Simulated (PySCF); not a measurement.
Excitations are Tamm–Dancoff values on a coarser integration grid. The basis has no diffuse functions, so Rydberg states are missing or too high.

Cartesian coordinates (Å):
```xyz
10

C     -1.3483     0.3671     0.0503
O     -0.3371    -0.0691    -0.8256
C      0.7319    -0.6795    -0.1891
S      1.7826     0.4190     0.8178
H     -1.7650    -0.4743     0.6201
H     -2.1335     0.8077    -0.5625
H     -0.9688     1.1176     0.7519
H      0.3997    -1.4544     0.5147
H      1.3432    -1.1406    -0.9630
H      2.2954     1.1065    -0.2147
```
Charge 0, multiplicity 1.

Problem. Predict the S1–T1 gap (TDA), total energy and S1 excitation (TDA) from M06-2X/def2-TZVP // PBE0-D3(BJ)/def2-TZVP run with PySCF.

Solution. 
| Quantity | Result |
|---|---|
| S1–T1 gap (TDA) | 0.39 eV |
| total energy | -553.2026 Ha |
| S1 excitation (TDA) | 5.71 eV |
